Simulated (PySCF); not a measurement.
**NMR problem set**

[PySCF: structure optimised with GFN2-xTB; shielding tensors at PBE0/pcSseg-1 (GIAO); a single conformation; no solvent model; equivalent nuclei averaged; no relativistic terms]

Referencing at the same level of theory: TMS for ¹H (31.72 ppm) and ¹³C (186.93 ppm). Splittings of carbon signals by F and P are missing where no couplings were computed. Where no couplings were computed, multiplicities follow the n + 1 count of equivalent neighbours, and m marks all less simple cases (inequivalent or close neighbours, rings, F or P nearby). Shifts are as computed. Against solution values, carbons near 30 ppm lie about +3 ppm off and those near 130 ppm about +5 ppm. Of 1211 compounds with measured shifts, 218 miss one by over three times the rms of a fit or turn the order of signals round; such compounds aren't used in these exercises.

(1) C7H11O3P. ¹H NMR (500 MHz, computed): δ 2.81 (m, 6H), 0.98 (m, 2H), 0.89 (m, 2H), 0.85 (m, 1H). ¹³C{¹H} NMR (computed): δ 221.7 (C), 33.3 (CH3), 7.4 (CH), 3.1 (CH2). Identify the compound.

(2) C6H5NO. ¹H NMR (400 MHz, computed): δ 5.79 (br s, 1H), 5.44 (br s, 1H), 1.86 (s, 3H). ¹³C{¹H} NMR (computed): δ 204.1 (C), 125.7 (CH2), 122.2 (C), 121.3 (C), 41.5 (C), 11.3 (CH3). Give a structure.

Results:

(1) `CC(=O)P(=O)(C(C)=O)C1CC1`. 4 carbon signals for 7 carbons: some carbons are equivalent by symmetry or fast rotation. Carbon types of the structure: 2 × C, 1 × CH, 2 × CH2, 2 × CH3, which accounts for all hydrogens. δC 221.7: carbonyl carbon. δC 33.3: methyl carbon α to a carbonyl; α to the electron-withdrawing carbonyl group. δC 7.4, 3.1: three-membered-ring carbon; carbons of three-membered rings are unusually shielded. δH 2.81: hydrogen on a methyl carbon α to a carbonyl; α to C=O.

This is the structure that produced the data.

(2) `C=C(C#N)C(C)=C=O`. Rings plus π bonds: 5 (no ring in the answer). 6 carbon signals for 6 carbons: no two carbons are equivalent. Carbon types of the structure: 4 × C, 1 × CH2, 1 × CH3, which accounts for all hydrogens. δC 204.1: central carbon of a ketene. δC 125.7: terminal =CH2 carbon; as expected for a trigonal carbon in a double bond. δC 122.2: nitrile carbon; typical of a nitrile. δC 121.3: fully substituted alkene carbon; an sp2 carbon of a C=C bond.

The shifts were computed for this structure.
